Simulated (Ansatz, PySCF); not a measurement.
Reaction (SMILES): CC(F)F → C[C-](F)F + H+
Geometries: B3LYP-D3(BJ)/def2-TZVP minima from Ansatz (a quantum-chemistry and plane-wave program).

Quantity: gas-phase deprotonation energy (0 K, with B3LYP-D3(BJ) harmonic zero-point energies from PySCF), in eV. Cores are frozen in the correlated levels unless marked. Spin-orbit coupling is left out. Non-relativistic. Anions need diffuse functions: aug- sets have them; def2-D sets add few; the other sets have none. CBS(X,Y): correlation extrapolated as X^-3; Hartree-Fock from the larger set.

Level to compare with: CCSD(T)/CBS(aug-cc-pVTZ,aug-cc-pVQZ) (Ansatz), 17.19 eV. It is a level with limits of its own, and the differences hold the functionals' basis error too.

Task: Rank these functionals by how close they come to CCSD(T)/CBS(aug-cc-pVTZ,aug-cc-pVQZ), closest first: PBE0/def2-TZVPD (Ansatz); SVWN5/def2-TZVPD (Ansatz); PBE/def2-TZVPD (Ansatz).

Result: PBE0/def2-TZVPD (global hybrid, 17.26 eV, difference 0.07), PBE/def2-TZVPD (GGA, 16.94 eV, difference -0.25), SVWN5/def2-TZVPD (LDA, 16.78 eV, difference -0.41)
